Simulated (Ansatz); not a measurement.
## Nudged elastic band run: CH₇BBrNOSi

Input:

```yaml
crystal:
  periodic: [false, false, false]
  atoms:
    - { symbol: "N", position_ang: [0.184872, -2.421773, 0.63501] }
    - { symbol: B, position_ang: [0.708806, -1.137352, 0.791113] }
    - { symbol: Si, position_ang: [0.607521, 0.194615, -0.73757] }
    - { symbol: Br, position_ang: [-0.42948, -0.80826, -2.522009] }
    - { symbol: C, position_ang: [-0.356871, 1.780727, -0.246428] }
    - { symbol: O, position_ang: [-1.550293, 1.397353, 0.43694] }
    - { symbol: H, position_ang: [0.186213, -3.131674, 1.370608] }
    - { symbol: H, position_ang: [-0.262517, -2.728814, -0.234166] }
    - { symbol: H, position_ang: [1.218182, -0.827784, 1.856083] }
    - { symbol: H, position_ang: [1.948234, 0.659763, -1.25601] }
    - { symbol: H, position_ang: [-0.550358, 2.398274, -1.15838] }
    - { symbol: H, position_ang: [0.341292, 2.376998, 0.399155] }
    - { symbol: H, position_ang: [-2.025202, 2.213326, 0.680455] }
basis:
  gaussian: { orbitals: def2-SVP }
hamiltonian:
  xc: revpbe
neb:
  order_check: false
  images: 9
  f_tol: 0.5
  max_iterations: 60
  initial_path: idpp
  final_atoms:
    - { symbol: "N", position_ang: [0.95417524, -2.30167352, 0.87191433] }
    - { symbol: B, position_ang: [-0.09004448, -1.43204229, 0.52981101] }
    - { symbol: Si, position_ang: [0.18170008, 0.04237523, -0.84047107] }
    - { symbol: Br, position_ang: [-1.13340409, -0.4489527, -2.63900194] }
    - { symbol: C, position_ang: [-0.24002934, 1.80322684, -0.20166877] }
    - { symbol: O, position_ang: [-1.49408753, 1.78067295, 0.47515176] }
    - { symbol: H, position_ang: [0.8423249, -3.06910585, 1.53911018] }
    - { symbol: H, position_ang: [1.89565315, -2.25609353, 0.47670753] }
    - { symbol: H, position_ang: [-1.17367161, -1.59667167, 1.0594668] }
    - { symbol: H, position_ang: [1.59475176, 0.13275915, -1.37977603] }
    - { symbol: H, position_ang: [-0.22014147, 2.50715645, -1.07118074] }
    - { symbol: H, position_ang: [0.610877, 2.10661707, 0.46593775] }
    - { symbol: H, position_ang: [-1.70770461, 2.69713087, 0.72880018] }
```

Launched with:

```bash
$ ansatz run input.yaml --threads 2 --pin off --max-ram 3072MiB --backend cpu --events-out ev --progress --plain --runs-dir out
```

Output, in part (warnings, iteration lines, the closing report on the highest movable image, with atoms numbered from 0):

```
NEB end point (image 0): max|allowed force component| = 1.135e-2 eV/Å (the criterion of neb.relax_end_points is 1.000e-1)
NEB end point (image 10): max|allowed force component| = 8.686e-3 eV/Å (the criterion of neb.relax_end_points is 1.000e-1)
NEB iter   1: max|band force component| = 8.873e-1 eV/Å  barrier→ = 0.2004 eV  barrier← = 0.0870 eV  Δτ_max = 0.1177 Å  (329 SCF iters)
NEB iter   2: max|band force component| = 3.355e-1 eV/Å  barrier→ = 0.1443 eV  barrier← = 0.0310 eV  CI = image 6  Δτ_max = 0.0000 Å  (544 SCF iters)
Total energy: -83265.94208269 eV, -3059.9669318563 hartree
Atom 0 at     0.865542    -2.548233     0.526817 Å, force    -0.180961     0.209422    -0.335860 eV/Å
Atom 1 at     0.314102    -1.269158     0.696296 Å, force     0.067314     0.057241     0.252281 eV/Å
Atom 2 at     0.146156     0.111802    -0.805770 Å, force     0.012606    -0.035203     0.007679 eV/Å
Atom 3 at    -1.450620    -0.612354    -2.261353 Å, force    -0.097805    -0.054982    -0.083305 eV/Å
Atom 4 at    -0.317128     1.876541    -0.192643 Å, force     0.036797    -0.125570     0.052903 eV/Å
Atom 5 at    -1.391547     1.767543     0.735613 Å, force    -0.057628    -0.014771     0.043540 eV/Å
Atom 6 at     0.935030    -3.241638     1.273857 Å, force    -0.027990     0.010437     0.019181 eV/Å
Atom 7 at     1.118410    -2.915217    -0.393718 Å, force     0.119672    -0.076264     0.064536 eV/Å
Atom 8 at    -0.052334    -0.964091     1.820601 Å, force     0.030555     0.009352    -0.017429 eV/Å
Atom 9 at     1.390437     0.273079    -1.650845 Å, force     0.035050     0.009880     0.016297 eV/Å
Atom 10 at    -0.555862     2.539771    -1.061525 Å, force     0.042155    -0.066030    -0.037678 eV/Å
Atom 11 at     0.620606     2.285149     0.269220 Å, force     0.010212     0.043710     0.025871 eV/Å
Atom 12 at    -1.602391     2.662205     1.058252 Å, force     0.010022     0.032778    -0.008016 eV/Å
Dipole moment:     0.448324    -0.064697     0.319581 e Å
```

The forces met the threshold. The threshold of 0.5 eV/Å is loose, so the images may lie well off the minimum-energy path. The order of the stationary point at the top wasn't checked.

Final band (atoms are numbered from 1 in the order of the input):

```
image  path coordinate (Å)  energy (eV)  height of N1 over the plane of its neighbours (Å)
    0                 0.00        0.000                                               0.01
    1                 0.45        0.013                                               0.02
    2                 0.91        0.041                                               0.02
    3                 1.36        0.074                                               0.01
    4                 1.82        0.107                                               0.00
    5                 2.27        0.131                                               0.02
    6                 2.72        0.144                                               0.05
    7                 3.17        0.140                                               0.03
    8                 3.62        0.131                                               0.01
    9                 4.07        0.120                                               0.00
   10                 4.53        0.113                                               0.01
```

The run took 86 s on 2 threads of Intel(R) Xeon(R) Platinum 8488C (Sapphire Rapids) (shared host), peak memory 0.21 GiB.
